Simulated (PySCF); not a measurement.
**Si²⁺ (silicon, charge +2) across methods**

[Ne] 3s1 3d1, high-spin 3D determinant (an excited configuration). All numbers are calculated (PySCF 2.14, scalar relativity by spin-free X2C-1e, in dyall-acv3z (19s12p6d4f, 113 functions)).

| method | E (hartree) | mean ε 2p β (eV) | mean ε 3s α (eV) | mean ε 3d α (eV) | Σ⟨r²⟩ (bohr²) | ⟨S²⟩ |
| --- | --- | --- | --- | --- | --- | --- |
| TPSSh | -288.4914 | -123.28 | -31.707 | -13.735 | 16.19 | 2.000 |
| BLYP | -288.5053 | -120.63 | -31.069 | -13.347 | 16.10 | 2.000 |
| PBE | -288.3404 | -120.62 | -31.229 | -13.505 | 16.13 | 2.000 |
| r2SCAN | -288.4519 | -122.69 | -31.394 | -13.487 | 16.11 | 2.000 |
| PBE0 | -288.3539 | -126.07 | -32.453 | -14.102 | 16.31 | 2.000 |
| UHF | -287.99017 | -141.22 | -35.653 | -15.453 | 17.20 | 2.000 |
| M06-L | -288.4661 | -122.94 | -31.243 | -13.422 | 16.24 | 2.000 |
| LDA | -287.3077 | -120.72 | -31.412 | -13.279 | 16.18 | 2.000 |

The outer electron is Rydberg-like, and this basis confines it to a smaller radius and binds it less than a complete one would.
